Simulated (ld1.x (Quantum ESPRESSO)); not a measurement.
## Ir (Z = 77): variants of one TM potential

Base potential:

```
Element                 : iridium (Ir)
Generator               : ld1.x (Quantum ESPRESSO) 7.5
Type                    : norm-conserving Troullier–Martins (Kleinman–Bylander form)
Functional              : PBEsol
Relativity              : scalar-relativistic
Frozen core             : [Xe] 4f14
Valence charge          : 9
Reference configuration : 5d7 6s1.75 6p0.25
Partial waves           : 6s (bound): rc 2.20 bohr; 6p (bound): rc 3.40 bohr; 5d (bound): rc 2.00 bohr
Local potential         : the d channel
Core correction         : a·sin(br)/r model core inside 1.15 bohr
```

All-electron outer shells of the reference configuration (PBEsol, scalar-relativistic, ld1.x):

```
shell  level (eV)  outermost node (bohr)  outermost maximum (bohr)
   4f      -62.75                      –                      0.39
   5p      -55.23                   0.54                      1.01
   5d       -7.66                   0.59                      1.31
   6s       -6.73                   1.17                      2.38
   6p       -1.44                   1.39                      3.43
```

Cutoffs, loose and tight: the cutoffs (Ry, on a coarse ladder) from which the occupation-weighted sum of valence levels, in a spherical-Bessel basis at the reference potential, stays within 10 and 1 mRy of its value at 400 Ry. They do not see the model core or the augmentation charge, which bear on the density cutoff. Test errors are all-electron minus pseudo excitation energies from the reference, over the configurations 5d7 6s2 6p0; 5d7 6s1 6p0; 5d7 6s0 6p0; 5d7 6s0 6p1; 5d7 6s1.5 6p0; 5d7 6s0 6p2; 5d7.5 6s1.5 6p0. A dash means not determined; rows that change the core or the reference have their own tests. The largest error is taken over the tests solved by every variant that gives reliable tests at all: 5d7 6s0 6p0; 5d7 6s1 6p0; 5d7 6s1.5 6p0; 5d7 6s2 6p0; 5d7.5 6s1.5 6p0.

A true bound ghost makes a file unfit for plane-wave use even where its test errors are small: the radial tests pick states by their node count and pass the ghost by. Where a test does run into it, the solver fails or the error is huge.

```csv
change,outcome,"cutoff, loose","cutoff, tight",bound ghosts,largest test error (meV)
base,generated,40 Ry,45 Ry,"s, p",-50
wave 5d (bound): rc 2.00 bohr becomes 5d (bound): rc 1.60 bohr,generated,40 Ry,55 Ry,"s, p",-50
wave 5d (bound): rc 2.00 bohr becomes 5d (bound): rc 1.86 bohr,generated,40 Ry,45 Ry,"s, p",-50
wave 5d (bound): rc 2.00 bohr becomes 5d (bound): rc 2.50 bohr,generated,35 Ry,40 Ry,"s, p",-47
wave 5d (bound): rc 2.00 bohr becomes 5d (bound): rc 3.02 bohr,generated,30 Ry,35 Ry,s,-58
```

What comes out with this change to the base: wave 5d (bound): rc 2.00 bohr becomes 5d (bound): rc 2.68 bohr?

outcome: generated; cutoff, loose: 30 Ry; cutoff, tight: 40 Ry; bound ghosts: s; largest test error (meV): -47.

What comes out with this change to the base: wave 5d (bound): rc 2.00 bohr becomes 5d (bound): rc 2.20 bohr?

outcome: generated; cutoff, loose: 35 Ry; cutoff, tight: 45 Ry; bound ghosts: s, p; largest test error (meV): -49.

What comes out with this change to the base: wave 5d (bound): rc 2.00 bohr becomes 5d (bound): rc 1.28 bohr?

outcome: generated; cutoff, loose: 40 Ry; cutoff, tight: 70 Ry; bound ghosts: s, p; largest test error (meV): -49.

Reading the sweep of the d radius (base included, trends over the rows without a ghost): Bound ghosts are found at 1.28, 1.6, 1.86, 2, 2.2, 2.5, 2.68, 3.02 bohr. Every judged row has one, so this setting neither creates nor removes them.
